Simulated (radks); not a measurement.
Results of a calculation; reference values are marked as such.
Task: The table gives one normalised radial function P(r) = r R(r) of Dy65+ in 1s1 (r in bohr). Code: a radial shooting solver on a logarithmic mesh with Libxc functionals. Model: scalar-relativistic Kohn-Sham, LDA (Slater exchange, Perdew-Wang correlation), spin-polarised, spherical densities, point nucleus; open shells are filled with parallel spins first (spin-orbit coupling, left out, can overturn this in heavy ions).

r	P
0.001277	1.7465
0.001598	2.0808
0.001999	2.4659
0.002501	2.9029
0.003129	3.3891
0.003914	3.9157
0.004897	4.4657
0.006127	5.0107
0.007665	5.5088
0.009589	5.9042
0.012	6.1295
0.01501	6.1149
0.01878	5.8037
0.02349	5.1756
0.02939	4.2693
0.03677	3.1945
0.04563	2.1523
0.05709	1.2312
0.07142	0.5829

Which n and l does it have? It may be an empty orbital.

Result: n = 1, l = 0: the number of nodes gives n - l - 1 = 0, the rise at small r (about r^(l+1), flatter next to the nucleus through relativity) gives l, and the extent must fit the shell. The curve is that of 1s up; the table hardly tells the two spins apart. 1s up: eigenvalue -62648 eV, 0 radial nodes, <r> = 0.0209 bohr, 90 % of the charge inside 0.0378 bohr.
